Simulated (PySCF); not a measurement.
C₃F₃, SMILES [C]#CC(F)(F)F, multiplicity 2.

Geometry: PBE-D3(BJ)/def2-SVP. The isomer is the one that the SMILES or the coordinates give; other isomers of the formula were not compared.

Method: PBE/def2-TZVP in PySCF.

Gas-phase values at a fixed geometry.

Q: Estimate the frontier levels, dipole moment and polarisability. (An estimate is asked for; the answer gives what the named calculation found.)

A: 
α spin, highest occupied and lowest empty level: -8.38 and -1.87 eV
β spin, highest occupied and lowest empty level: -8.01 and -7.01 eV
dipole moment: 1.12 D
quadrupole, principal values (traceless, Buckingham form, about the centre of nuclear charge): -1.97, -1.97, 3.93 D·Å
mean static polarisability: 39.5 bohr³ (5.86 Å³)
polarisability, principal values: 34.5, 34.5, 49.6 bohr³
⟨S²⟩: 0.775 (pure state 0.75)
